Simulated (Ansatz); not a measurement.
PBE exchange is replaced step by step with exact exchange (0 % is PBE, 25 % PBE0; no dispersion term), basis def2-TZVP, Ansatz. System: the cluster PtSe2⁺ (the lowest doublet isomer of a short search). Charge 1, multiplicity 2. Geometry: PBE-D4/def2-TZVP, each spin state at its own.

Geometry of the doublet:

```xyz
3

Pt    0.581   -0.384    1.200
Se   -0.566    1.192   -0.147
Se   -0.016   -0.808   -1.053
```

In the def2 sets Pt takes a core potential; there is no spin–orbit coupling. The structure comes from a short search, and lower isomers may exist.

HOMO and LUMO are taken over both spins.

```csv
exact exchange (%),HOMO (eV),LUMO (eV),gap (eV),⟨S²⟩,quartet − doublet (kJ/mol)
5,-11.21,-10.18,1.02,0.752,79.6
10,-11.46,-10.02,1.44,0.753,80.7
15,-11.71,-9.86,1.85,0.754,81.6
25,-12.21,-9.53,2.68,0.755,83.1
35,-12.71,-9.20,3.51,0.758,84.2
50,-13.48,-8.72,4.75,0.762,85.1
```

(1) Fit a straight line to the column «quartet − doublet (kJ/mol)» against the share of exact exchange and predict its value at 0 %.

Answers

(1) With x = exact exchange (%) and y = quartet − doublet (kJ/mol): mean x = 23.33, mean y = 82.38; Σ(x − x̄)(y − ȳ) = 174.8, Σ(x − x̄)² = 1433; slope b = 0.122, intercept a = ȳ − b·x̄ = 79.53. The residuals of the fitted rows reach 0.5. At x = 0 the line gives 79.53 + (0.122 × 0) = 79.5; the run gave 78.4, 1.1 less than the line.
